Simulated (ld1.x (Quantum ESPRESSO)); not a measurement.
**cerium, PAW: configuration errors across variants**

```json
{
  "Element": "Ce",
  "Generator": "ld1.x (Quantum ESPRESSO) 7.5",
  "Type": "PAW",
  "Functional": "Wu–Cohen",
  "Relativity": "fully relativistic",
  "Frozen core": "[Kr] 4d10",
  "Valence charge": "12",
  "Reference configuration": "4f1 5s2 5p6 5d1 6s0 6p0 (charge +2)",
  "Partial waves": "5s (bound): rcut 1.90, rcutus 2.15 bohr; 6s (bound, empty): rcut 1.90, rcutus 2.15 bohr; 5p (bound): rcut 2.60, rcutus 3.50 bohr; 6p (bound, empty): rcut 2.60, rcutus 3.50 bohr; 5d (bound): rcut 2.90, rcutus 3.20 bohr; 5d channel at 0.05 Ry: rcut 2.90, rcutus 3.20 bohr; 4f (bound): rcut 1.60, rcutus 1.70 bohr; 4f channel at -0.45 Ry: rcut 1.60, rcutus 1.70 bohr",
  "Local potential": "all-electron potential smoothed inside 3.05 bohr (lloc = -1)",
  "Core correction": "Bessel-smoothed model core inside 1.75 bohr",
  "Augmentation charge": "PSQ, inside the norm-conserving radii"
}
```

Open shells are filled in proportion to 2j + 1 (rel_dist='average').

All-electron excitation energies from the reference (eV): (1) 4f1 5s2 5p6 5d1 6s2 6p0 -17.076; (2) 4f1 5s2 5p6 5d1 6s1 6p0 -10.975; (3) 4f1 5s2 5p6 5d0 6s0 6p0 19.124.

Tests that are not counted but printed errors over 1 eV. “wave 5d channel at 0.05 Ry: rcut 2.90, rcutus 3.20 bohr becomes 5d channel at 0.38 Ry: rcut 2.90, rcutus 3.20 bohr”: 4f1 5s1 5p6 5d1 6s2 6p0 (solver errors, printed error -1.6 eV).

4 further variants failed, have other tests or another functional or relativity, and are left out.

Errors AE − PS in meV (a dash: test not solved or not reliable):

| change | (1) | (2) | (3) | bound ghosts |
| --- | --- | --- | --- | --- |
| base | -16 | -7.7 | -4.3 | not determined |
| waves 5p (bound): rcut 2.60, rcutus 5.34 bohr; 6p (bound): rcut 2.60, rcutus 5.34 bohr | – | – | – | not determined |
| core correction Bessel-smoothed model core inside 0.70 bohr | -16 | -7.7 | -4.3 | not determined |
| wave 5d channel at 0.05 Ry: rcut 2.90, rcutus 3.20 bohr becomes 5d channel at 0.38 Ry: rcut 2.90, rcutus 3.20 bohr | -15 | -7.1 | -4.3 | not determined |
| local potential all-electron potential smoothed inside 2.82 bohr (lloc = -1) | -10 | -4.7 | -4.2 | not determined |

(1) Give the same row for: local potential all-electron potential smoothed inside 1.50 bohr (lloc = -1).

Answers

(1) +2.9, +1.4, -3.5; bound ghosts: not determined.
